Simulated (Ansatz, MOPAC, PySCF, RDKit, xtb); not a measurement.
Pair of molecules: C2H2 (SMILES C#C) (first 4 atoms) with CH3I (SMILES CI); geometry from B3LYP-D3(BJ)/def2-TZVP, rigid monomers moved along the line of their centres of mass till C1···H8 is 4.54 Å.
(charge 0, multiplicity 1):
```tsv
atom	x (Å)	y (Å)	z (Å)
C	-0.3668	-0.0942	0.7666
C	-0.2625	-1.0548	0.0594
H	-0.4479	0.7505	1.4092
H	-0.1760	-1.9023	-0.5758
C	2.2097	-0.0898	5.7282
I	1.4976	1.8771	6.2582
H	1.8486	-0.7753	6.4860
H	1.8050	-0.3227	4.7498
H	3.2924	-0.0448	5.7149
```

| level | interaction energy (kcal/mol) | cost |
|---|---|---|
| MMFF94 | -0.23 | - |
| PM3 | -0.11 | - |
| PM6 | -0.14 | - |
| GFN1-xTB | -0.17 | - |
| GFN2-xTB | -0.33 | - |
| HF/def2-TZVPPD | -0.27 | - |
| PBE/def2-TZVPPD | -0.26 | ×1 |
| PBE-D4/def2-TZVPPD | -0.39 | ×1 |
| r2SCAN-D3(BJ)/def2-TZVPPD | -0.37 | ×1 |
| B3LYP/def2-TZVPPD | -0.18 | ×2 |
| B3LYP-D3(BJ)/def2-TZVPPD | -0.35 | ×2 |
| PBE0/def2-TZVPPD | -0.26 | ×1 |
| PBE0-D4/def2-TZVPPD | -0.40 | ×1 |
| wB97X-V/def2-TZVPPD | -0.35 | ×3 |
| wB97M-V/def2-TZVPPD | -0.36 | ×3 |
| MP2/def2-TZVPPD | -0.36 | ×2 |
| MP2/CBS(def2-SVPD, def2-TZVPPD) | -0.37 | - |
| SCS-MP2/def2-TZVPPD | -0.32 | - |
| CCSD(T)/def2-SVPD | -0.33 | ×5 |
| MP2/CBS(def2-SVPD, def2-TZVPPD) + ΔCCSD(T)/def2-SVPD | -0.35 | ×7 |

The rows run from -0.40 (PBE0-D4/def2-TZVPPD) to -0.11 kcal/mol (PM3). The dispersion term adds -0.13 in PBE-D4, -0.18 in B3LYP-D3(BJ), -0.14 in PBE0-D4. The 5 functionals in def2-TZVPPD without D3 or D4 span 0.19, from wB97M-V to B3LYP.

Monomers are frozen at their geometry in the pair; levels with a basis set take the counterpoise correction.

Correlated levels freeze the cores. Filled d and f shells under p-block atoms count as core. CBS: X⁻³ extrapolation of the correlation energy, Hartree–Fock from the larger set. The state that PM3, PM6 reach isn't checked.

Programs: Ansatz (Gaussian basis) for Hartree–Fock, density functionals and correlated methods; MOPAC for PM3, PM6 (differences of heats of formation); PySCF for the dispersion terms; RDKit for the force fields; xtb for the GFN methods. Values without a source in brackets are computed. In def2 rows elements past Kr take small-core potentials, without spin–orbit coupling.

Costs are rough ratios of core time to PBE/def2-TZVPPD (about 9 s over the structures, on one shared machine); a dash marks a level with no comparable run of its own.

Ansatz is an electronic-structure program.
